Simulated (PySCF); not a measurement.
H4PSi, SMILES [SiH2]P, multiplicity 2. Atoms are numbered in the order given.

```xyz
6

Si    -1.1296     0.1117     0.0000
P      1.1000    -0.1364     0.0000
H     -1.6845    -0.5568     1.2128
H     -1.6845    -0.5568    -1.2128
H      1.3420     0.7976     1.0412
H      1.3420     0.7976    -1.0412
```
Charge 0, spin multiplicity 2.

Geometry optimised at PBE0-D3(BJ)/def2-TZVP. The isomer is the one that the SMILES or the coordinates give; other isomers of the formula were not compared.

All values below come from B3LYP/pcH-1 run with PySCF.

Unrestricted Kohn–Sham, ⟨S²⟩ = 0.752. Hyperfine tensors hold the contact and dipolar terms, without spin-orbit corrections.

Q: Estimate the hyperfine couplings. (Estimate from the structure and the level; the computed values follow.)

A: 
| nucleus | A(iso) (MHz) | A(iso) (G) | dipolar principal values (MHz) |
|---|---|---|---|
| 29Si no. 1 | -478.5 | -170.7 | -159.4, 78.7, 80.7 |
| 31P no. 2 | 36.7 | 13.1 | -61.3, -53.2, 114.5 |
| 1H no. 3 | 46.1 | 16.5 | -8.4, 0.8, 7.5 |
| 1H no. 4 | 46.1 | 16.5 | -8.4, 0.8, 7.5 |
| 1H no. 5 | 25.1 | 9.0 | -3.7, -0.4, 4.1 |
| 1H no. 6 | 25.1 | 9.0 | -3.7, -0.4, 4.1 |

Q: And the g tensor (effective nuclear charges for spin-orbit coupling, GIAO)? (Estimate from the structure and the level; the computed values follow.)

A: principal values 2.0015, 2.0040, 2.0082; isotropic 2.0046.
